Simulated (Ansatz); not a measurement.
Gas-phase electronic energies from Ansatz, PBE0-D4/def2-TZVP geometries. CBS: MP2 limit from def2 TZ/QZ plus the TZ coupled-cluster correction, frozen cores. Elements past krypton have def2 core potentials. For Te outer-core shells are correlated without core-valence functions, which leaves a few kJ/mol of doubt a bond. One conformer a species, not always the lowest.

Reaction (redistribution): `CSB[TeH]` + `O=C[SiH](O)O` → `O=CB[TeH]` + `CS[SiH](O)O`

`CSB[TeH]`:

Cartesian coordinates in Å:
```
C 1.540 0.452 0.611
S 0.146 -0.703 0.522
B -0.965 0.072 -0.606
Te -2.833 -0.802 -1.143
H 1.997 0.572 -0.369
H 1.210 1.417 0.993
H 2.269 0.023 1.299
H -0.712 1.122 -1.112
H -2.651 -2.153 -0.196
```

`O=C[SiH](O)O`:

Cartesian coordinates in Å:
```
O -0.128 1.873 -0.921
C -0.444 0.713 -1.080
Si 0.319 -0.603 0.104
O -0.842 -1.409 0.927
O 1.280 0.309 1.057
H -1.167 0.460 -1.889
H 1.060 -1.649 -0.631
H -1.321 -0.939 1.612
H 1.244 1.245 0.823
```

`O=CB[TeH]`:

Z-matrix (Å, degrees):
```
C
B 1 1.574
O 1 1.209 2 123.5
H 1 1.119 2 117.2 3 179.3
Te 2 2.097 1 121.3 3 78.6
H 2 1.192 1 121.7 3 -103.4
H 5 1.660 2 95.3 1 -1.5
```

`CS[SiH](O)O`:

Z-matrix (Å, degrees):
```
C
S 1 1.818
H 1 1.090 2 111.0
H 1 1.089 2 106.9 3 118.6
H 1 1.089 2 110.9 3 -122.4
Si 2 2.125 1 98.7 3 54.1
O 6 1.632 2 114.4 1 69.5
O 6 1.638 2 106.6 1 -170.6
H 6 1.480 2 109.5 1 -46.7
H 7 0.959 6 117.2 2 60.4
H 8 0.958 6 117.6 2 41.1
```

```csv
level,ΔE (eV)
SCS-MP2/def2-QZVPP,0.12
MP2/CBS(def2),0.11
```

Q: What does CCSD(T)/CBS give? (Estimate.)

A: The calculation gave: +0.10 eV. The listed levels differ from it by 0.02, 0.01 eV.

Largest T1 diagnostic among the species: 0.017.

In def2-TZVPP, CCSD(T) changes the Hartree–Fock value by +0.07 eV (the triples alone add +0.01 eV) and MP2 by +0.08 eV.
